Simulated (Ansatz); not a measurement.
Consider the isomerisation: `CNB(C)[SiH3]` → `CBN[SiH2]C`.

Isolated molecules relaxed with PBE0-D4/def2-TZVP in Ansatz; ΔE leaves out vibrations. CCSD(T)/CBS adds triple-zeta CCSD(T) − MP2 to the extrapolated MP2 energy (def2 sets, frozen cores). Functionals use def2-TZVPP. Each species was taken in one conformer, which may not be the lowest.

`CNB(C)[SiH3]`:

Cartesian coordinates in Å:
```
C 0.395 0.546 -2.128
N -0.006 0.785 -0.759
B -0.052 -0.104 0.313
C 0.348 -1.623 0.208
Si -0.680 0.663 2.083
H 1.257 1.161 -2.402
H 0.669 -0.499 -2.260
H -0.419 0.773 -2.824
H -0.283 1.740 -0.595
H -0.503 -2.253 0.491
H 1.135 -1.856 0.933
H 0.694 -1.958 -0.773
H -1.886 -0.042 2.609
H 0.366 0.558 3.143
H -1.036 2.111 1.962
```

`CBN[SiH2]C`:

Cartesian coordinates in Å:
```
C -1.890 -0.681 -0.208
B -0.728 -0.959 -1.225
N 0.625 -0.731 -0.919
Si 1.307 -0.117 0.568
C 0.923 1.688 0.832
H -2.530 -1.565 -0.115
H -1.578 -0.386 0.798
H -2.541 0.108 -0.602
H -0.988 -1.378 -2.324
H 1.289 -0.942 -1.650
H 0.803 -0.909 1.722
H 2.778 -0.318 0.460
H -0.155 1.852 0.887
H 1.369 2.044 1.765
H 1.317 2.292 0.012
```

```
         level  ΔE (kJ/mol)
     r2SCAN-D4       -132.6
       ωB97M-V       -139.2
        r2SCAN       -132.4
       LC-ωPBE       -129.2
   HF/def2-SVP       -128.5
  MP2/def2-SVP       -119.0
MP2/def2-QZVPP       -145.8
 MP2/CBS(def2)       -146.9
```

Task: What does CCSD(T)/CBS give? (Best estimate.)

Result: The calculation gave: -136.2 kJ/mol. The listed levels differ from it by 3.6, -3.0, 3.8, 7.0, 7.7, 17.2, -9.6, -10.7 kJ/mol.

Largest T1 diagnostic among the species: 0.013.

From PBE to PBE0 (25 % exact exchange), in def2-TZVPP and without D4, ΔE moves by −8.7 kJ/mol. At CCSD(T), def2-SVP lies +29.3 kJ/mol from the extrapolated value and def2-TZVPP +3.7 kJ/mol. Leaving LDA and LC-ωPBE aside and taking each functional with its dispersion term where it has one, the values, not all of them listed here, spread over 26.1 kJ/mol, from BHLYP-D4 to PBE-D4.
